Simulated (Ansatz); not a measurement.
`[SiH3]N[SiH](Cl)Cl` + `[OH][GeH3]` → `Cl[SiH](Cl)[O][GeH3]` + `N[SiH3]`  (ligand exchange at the Si–N bond)

Computed with Ansatz on PBE0-D4/def2-TZVP structures; ΔE is electronic, products minus reactants. CCSD(T)/CBS adds triple-zeta CCSD(T) − MP2 to the extrapolated MP2 energy (def2 sets, frozen cores). This one scheme is used for every species. Functionals use def2-TZVPP. For Ge outer-core shells are correlated without core-valence functions, which leaves a few kJ/mol of doubt a bond. Scalar relativity is left out up to krypton. One conformer a species, not always the lowest.

CCSD(T)/CBS gives -55.6 kJ/mol.

Question: Another level gave -56.2 kJ/mol. Which?
A. BHLYP-D4/def2-TZVPP
B. HF/def2-TZVPP
C. r2SCAN/def2-TZVPP
D. revPBE/def2-TZVPP

Answer: C. r2SCAN -56.2, revPBE -49.0, BHLYP-D4 -61.4, HF/def2-TZVPP -66.2 kJ/mol.

Largest T1 diagnostic among the species: 0.011.

From BLYP to BHLYP (50 % exact exchange), in def2-TZVPP and without D4, ΔE moves by −5.3 kJ/mol. At CCSD(T), def2-SVP lies +3.0 kJ/mol from the extrapolated value and def2-TZVPP −0.1 kJ/mol. Leaving LDA and LC-ωPBE aside and taking each functional with its dispersion term where it has one, the values, not all of them listed here, spread over 13.9 kJ/mol, from BHLYP-D4 to revPBE-D4.
